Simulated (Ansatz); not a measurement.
`[NH2][Al]([NH2])[NH2]` + HBr → `[NH2][Al]([NH2])[Br]` + NH₃  (ligand exchange at the Al–N bond)

Calculated with Ansatz (gas phase, PBE0-D4/def2-TZVP geometries, no zero-point term in ΔE). CCSD(T)/CBS adds triple-zeta CCSD(T) − MP2 to the extrapolated MP2 energy (def2 sets, frozen cores). This one scheme is used for every species. For Br outer-core shells are correlated without core-valence functions, which leaves a few kJ/mol of doubt a bond. Scalar relativity is left out up to krypton. One conformer a species, not always the lowest.

`[NH2][Al]([NH2])[NH2]`:

Cartesian coordinates in Å:
```
N 0.669 -1.623 -0.234
Al 0.000 0.000 -0.001
N -1.749 0.221 0.169
N 1.080 1.402 0.065
H 1.642 -1.862 -0.154
H 0.130 -2.441 -0.465
H -2.226 1.106 0.119
H -2.411 -0.519 0.328
H 2.050 1.395 -0.201
H 0.814 2.321 0.374
```

HBr:

```xyz
2

Br   -0.338    0.577    0.239
H     0.338   -0.577   -0.239
```

`[NH2][Al]([NH2])[Br]`:

```xyz
8

N    -0.307   -1.043   -1.161
Al    0.469   -0.020    0.040
N    -0.409    1.074    1.099
Br    2.717   -0.118    0.233
H     0.196   -1.669   -1.767
H    -1.296   -1.091   -1.342
H    -1.406    1.208    1.111
H     0.036    1.659    1.787
```

NH₃:

Cartesian coordinates in Å:
```
N -0.102 0.248 -0.088
H 0.260 -0.305 -0.856
H 0.654 0.367 0.575
H -0.813 -0.309 0.369
```

```csv
species,CCSD(T)/CBS(def2) energy (Eh)
`[NH2][Al]([NH2])[NH2]`,-409.86091
HBr,-2573.91920
`[NH2][Al]([NH2])[Br]`,-2927.30575
NH₃,-56.50880
```

Work out ΔE.

ΔE = (-2927.30575) + (-56.50880) − (-409.86091) − (-2573.91920) = -0.03444 Eh = -21.6 kcal/mol.

Largest T1 diagnostic among the species: 0.009.

From BLYP to BHLYP (50 % exact exchange), in def2-TZVPP and without D4, ΔE moves by −1.8 kcal/mol. In def2-TZVPP, CCSD(T) changes the Hartree–Fock value by +2.1 kcal/mol (the triples alone add +0.0 kcal/mol) and MP2 by +1.2 kcal/mol.
